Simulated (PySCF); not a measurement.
## Electron correlation in Se²⁺ (selenium, charge +2)

[Ar] 3d10 4s2 4p2, high-spin 3P determinant. Calculation: PySCF 2.14, in def2-SVP; the non-relativistic Hamiltonian (point nucleus). Frozen: [Ar] 3d10; 4 electrons correlated.

MP2 pair energies summed by pair of shells (mhartree):

```csv
pair,energy,share (%)
4s-4p,-28.10,60.6
4s-4s,-13.50,29.1
4p-4p,-4.75,10.2
```

Total MP2 correlation energy: -46.35 mhartree.

Same-spin part -7.36 and opposite-spin part -38.99 mhartree; SCS-MP2 scales them by 1/3 and 6/5 to -49.24 mhartree.

```json
{"level": "CCSD", "correlation energy (mhartree)": "-63.90"}
{"level": "(T)", "correlation energy (mhartree)": "-0.71"}
{"level": "CCSD(T)", "correlation energy (mhartree)": "-64.61"}
```

Diagnostics: T1 = 0.0063, D1 = 0.0174, largest double amplitude 0.099.

**Question.** Is a single reference adequate?

**Answer.** Mostly. T1 lies below 0.03, but a double amplitude of this size points to a near-degeneracy that CCSD handles and MP2 describes poorly.
